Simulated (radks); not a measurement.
Values are calculated unless marked as measured or tabulated.
Excited configurations of the platinum ion Pt+: one electron is placed in a higher orbital outside [Xe] 4f14 5d8. The ground configuration is [Xe] 4f14 5d9. Code: a radial shooting solver on a logarithmic mesh with Libxc functionals. Model: scalar-relativistic Kohn-Sham, BLYP, spin-unpolarised, spherical densities, finite nucleus; Fermi nuclear charge, rms radius 5.427 fm. Excitation = E - E(ground); binding = E(ion) - E, where the ion is the core of charge +2; n* = 2/sqrt(2 binding) in atomic units, and the quantum defect is n - n*.

| outer orbital | excitation (eV) | binding (eV) | n* | quantum defect | eigenvalue (eV) | <r> (bohr) |
|---|---|---|---|---|---|---|
| 5f | 16.414 | 3.464 | 3.964 | 1.036 | -2.338 | 8.448 |
| 6s | 1.812 | 18.066 | 1.736 | 4.264 | -13.986 | 2.645 |
| 6p | 8.556 | 11.323 | 2.192 | 3.808 | -8.208 | 3.493 |
| 6d | 14.306 | 5.572 | 3.125 | 2.875 | -3.898 | 5.970 |
| 7s | 13.037 | 6.841 | 2.821 | 4.179 | -5.307 | 6.141 |
| 7d | 16.468 | 3.410 | 3.995 | 3.005 | -2.550 | 10.99 |

The Delta-SCF ionisation energy is 19.878 eV (NIST Atomic Spectra Database: 18.6 eV, measured). Self-interaction in the functional shifts the binding energies and quantum defects, so they are the method's values and not measured ones. Spin polarisation and multiplet splitting are left out, so open shells lie too high by an amount that depends on their filling. Spin-orbit splitting is averaged out at the scalar-relativistic level.

Beside tabulated values, note that spin-unpolarised runs miss the spin-polarisation part of the exchange energy of open shells.
